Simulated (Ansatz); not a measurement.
Cost and result up the ladder for In₃Sb₃H₁₂, a cluster cut from wurtzite InSb (hydrogen-capped) (18 atoms). Total charge 0; singlet. Geometry: PBE-D4/def2-SVP.

```
atom   x (Å)   y (Å)   z (Å)
 Sb1  -0.108   1.192   2.154
 In2   2.616   0.267   1.692
 Sb3   2.170  -0.233  -1.144
 In4  -2.722   0.064   1.539
 Sb5  -2.078  -0.393  -1.265
 In6   0.139  -1.727  -2.604
  H7  -0.172   1.667   3.806
  H8  -0.152   2.804   1.554
  H9   3.670   1.637   1.827
 H10   2.706  -1.301   2.430
 H11   2.229   1.313  -1.897
 H12   3.685  -0.744  -1.779
 H13  -3.882   1.350   1.612
 H14  -2.733  -1.508   2.276
 H15  -2.208   1.148  -2.023
 H16  -3.511  -1.019  -1.985
 H17   0.184  -3.332  -1.944
 H18   0.168  -1.186  -4.251
```

Ansatz; hardware A = 2 threads of AMD EPYC 7R13 on a shared host and a share (18 GiB) of an NVIDIA H100 80GB HBM3; B = 2 threads of AMD EPYC 7R13 on a shared host. Times are rough, and most runs start from the orbitals of an earlier one. PBE0-D4/def2-TZVP serves as the yardstick here, not as an exact answer. Differences are given only for rows in sets of like size (and for xTB, whose basis is part of the method), since another set adds its own error. Binding counts from free atoms at the same level (Sb quartet, In doublet, H doublet; other spins of the atoms weren't run), without zero-point energy or a counterpoise term.

In the def2 sets In, Sb take a core potential; there is no spin–orbit coupling.

```json
{"level": "PBE0-D4/def2-SVP [B]", "functions": "216", "binding energy per atom (eV)": "2.08", "difference from PBE0-D4/def2-TZVP (eV)": "–"}
{"level": "r2SCAN-D4/def2-TZVP (with forces) [A]", "functions": "372", "binding energy per atom (eV)": "2.12", "difference from PBE0-D4/def2-TZVP (eV)": "0.02"}
{"level": "PBE0-D4/def2-TZVP [A]", "functions": "372", "binding energy per atom (eV)": "2.10", "difference from PBE0-D4/def2-TZVP (eV)": "0.00"}
{"level": "PBE-D4/def2-SVP [B]", "functions": "216", "binding energy per atom (eV)": "2.09", "difference from PBE0-D4/def2-TZVP (eV)": "–"}
{"level": "PBE-D4/def2-TZVP [A]", "functions": "372", "binding energy per atom (eV)": "2.11", "difference from PBE0-D4/def2-TZVP (eV)": "0.01"}
```

Problem. Estimate how long each takes.

Solution. PBE-D4/def2-SVP [B] 6 s; r2SCAN-D4/def2-TZVP (with forces) [A] 7 s; PBE-D4/def2-TZVP [A] 7.5 s; PBE0-D4/def2-TZVP [A] 9 s; PBE0-D4/def2-SVP [B] 14 s. On shared hardware such times vary by a factor of up to 3.
